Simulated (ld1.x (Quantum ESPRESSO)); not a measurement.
# Before and after: ultrasoft potential for P

ld1.x (Quantum ESPRESSO) 7.5 input, shortened:

```
&input
   title='P', zed=15., rel=1, dft='PW91', iswitch=3,
   config='[Ne] 3s2 3p2.5'
 /
 &inputp
   pseudotype=3, tm=.true., lloc=-1, rcloc=1.05,
   nlcc=.false.,
   which_augfun='PSQ', rmatch_augfun=1.25
 /
4
3S  1  0   2.00   0.00  1.20  1.40  0.0
3S  1  0   0.00  -0.75  1.20  1.40  0.0
3P  2  1   2.50   0.00  1.70  2.10  0.0
3P  2  1   0.00   4.10  1.70  2.10  0.0
 &test
   configts(1)='3s2 3p2.5'
 /
```

All-electron outer shells of the reference configuration (PW91, scalar-relativistic, ld1.x):

```tsv
shell	level (eV)	outermost node (bohr)	outermost maximum (bohr)
3s	-18.48	0.65	1.56
3p	-9.71	0.64	1.79
```

Change: wave 3p channel at 4.1 Ry: rcut 1.70, rcutus 2.10 bohr becomes 3p channel at 0.5 Ry: rcut 1.70, rcutus 2.10 bohr.

Cutoffs: the cutoffs (Ry, on a coarse ladder) from which the occupation-weighted sum of valence levels, in a spherical-Bessel basis at the reference potential, stays within 10 and 1 mRy of its value at 400 Ry; they do not see the model core or the augmentation charge, which bear on the density cutoff. Errors are all-electron minus pseudo energies relative to the spin-unpolarised reference configuration.

Q: What does the change do?

A: The potential gets neither clearly harder nor softer (18 Ry and 40 Ry → 18 Ry and 40 Ry); both files keep a bound ghost (s); of the 7 tests that both files solve, the error grows in 1 and shrinks in 2 by more than 15 % and 0.3 meV (median size 2.7 → 1.6 meV); the range in which the p phases agree narrows (upper end at the end of the scan → 3.7).

| quantity | base | changed |
| --- | --- | --- |
| cutoff, loose | 18 Ry | 18 Ry |
| cutoff, tight | 40 Ry | 40 Ry |
| bound ghosts | s | s |
| error for 3s2 3p3, meV [ΔE -3.80 eV] | +0.3 | +0.1 |
| error for 3s2 3p2, meV [ΔE 5.98 eV] | -0.1 | -0.4 |
| error for 3s2 3p1, meV [ΔE 25.19 eV] | +2.7 | +1.6 |
| error for 3s2 3p0, meV [ΔE 55.01 eV] | +18 | +18 |
| error for 3s2 3p3.3, meV [ΔE -5.12 eV] | +0.7 | +0.1 |
| error for 3s1 3p4, meV [ΔE 4.74 eV] | +5.4 | +4.8 |
| error for 3s1 3p0, meV [ΔE 107.10 eV] | +113 | +113 |
| s: phases at 2.31 bohr within 0.05 rad from the reference energy up to (Ry; the scan ends near 5) | to the end of the scan | to the end of the scan |
| p: phases at 2.31 bohr within 0.05 rad from the reference energy up to (Ry; the scan ends near 5) | to the end of the scan | 3.7 |
| lowest overlap eigenvalue by channel | s 0.50, p 0.34 | s 0.50, p 0.68 |

 A true bound ghost makes a file unfit for plane-wave use even where its test errors are small: the radial tests pick states by their node count and pass the ghost by.
